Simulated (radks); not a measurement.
Effect of the nuclear size on the niobium ion Nb+, [Kr] 4d4. Method: Dirac Kohn-Sham, LDA (Slater exchange, Perdew-Wang correlation), spin-unpolarised, spherical densities, finite nucleus; open shells fill j = l - 1/2 first; Fermi nuclear charge, rms radius 4.324 fm; computed with a radial shooting solver on a logarithmic mesh with Libxc functionals. The rms radius is varied about that value; shifts are against it.

rms radius (fm)  total energy shift (eV)  density at nucleus (e/bohr^3)  1s1/2 shift (meV)  2s1/2 shift (meV)  4s1/2 shift (meV)  5s1/2 (empty) shift (meV)
3.6668                            -0.355                      8.353e+04               -150              -16.0             -0.455                     -0.053
4.0732                            -0.142                      8.262e+04              -60.0              -6.37             -0.181                     -0.021
4.324                                  0                      8.212e+04              0.000              0.000              0.000                      0.000
4.6872                             0.219                      8.144e+04               92.6               9.82              0.280                      0.033
5.3315                             0.646                      8.037e+04                273               29.0              0.826                      0.097

Slopes of the eigenvalues against <r^2> in GHz/fm^2, as finite differences over the two radii next to the reference (eigenvalue slopes, not the field-shift constants of lines): 1s1/2 6860, 2s1/2 728, 4s1/2 20.7, 5s1/2 (empty) 2.43.
